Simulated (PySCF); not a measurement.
**Spinor energies of Tm(2+) (thulium, charge +2)**

Start: [Xe] 4f13; 4f5/2 filled at m_j = -3/2, -1/2, +1/2, +3/2, +5/2; 4f7/2 filled at m_j = -7/2, -5/2, -3/2, -1/2, +1/2, +3/2, +5/2, +7/2. Calculated with PySCF 2.14 in x2c-TZVPall-2c (11s11p10d4f1g, 131 functions): generalised Hartree-Fock with the X2C-1e Hamiltonian and a Gaussian nucleus; one run each with spin-orbit coupling (SO) screened by Boettger's factors, then bare. This is a chosen level, not necessarily the ground level.

```
spinor shell  electrons  ε, screened SO (eV)  ε, bare SO (eV)  weight of nominal j (bare SO)  rms radius, bare SO (bohr)
       1s1/2          2             -59693.1         -59692.1                          1.000                      0.0227
       2s1/2          2             -10211.6         -10211.3                          1.000                      0.0917
       2p1/2          2              -9715.0          -9739.2                          1.000                      0.0781
       2p3/2          4              -8729.5          -8721.2                          1.000                      0.0852
       3s1/2          2              -2361.0          -2361.0                          1.000                       0.235
       3p1/2          2              -2142.2          -2147.4                          1.000                       0.226
       3p3/2          4              -1930.3          -1928.6                          1.000                       0.241
       3d3/2          4              -1561.2          -1566.0                          1.000                       0.214
       3d5/2          6              -1515.8          -1512.7                          1.000                       0.218
       4s1/2          2              -503.39          -503.43                          1.000                       0.530
       4p1/2          2              -413.47          -414.74                          1.000                       0.541
       4p3/2          4              -365.96          -365.58                          1.000                       0.574
       4d3/2          4              -216.82          -217.87                          0.996                       0.611
       5s1/2          2              -78.641          -78.656                          1.000                        1.33
       5p1/2          2              -51.674          -51.819                          0.996                        1.50
       5p3/2          4              -45.694          -45.662                          0.998                        1.62
       4f5/2          5              -28.392          -28.991                          0.976                       0.865
       4f7/2          8              -27.323          -26.952                          0.985                       0.894
```

(1) Where does 4d5/2 lie, and what is the 4d spin-orbit splitting (bare SO)?

```csv
quantity,screened SO,bare SO
E (hartree),-13568.60001,-13569.41279
M_J,5/2,5/2
⟨J²⟩,8.787,8.767
⟨L²⟩,12.103,12.114
⟨S²⟩,0.847,0.858
```

Each row is a mean over spinors that exchange with the open shell spreads, by up to 8.785 eV (4d3/2).

Breit and QED terms are absent; they matter most for the inner s and p1/2 levels.

Densities and radii are taken from the X2C orbitals without a picture-change correction, which distorts them close to the nucleus.

Results:

(1) At -208.90 eV, 8.964 eV above 4d3/2.
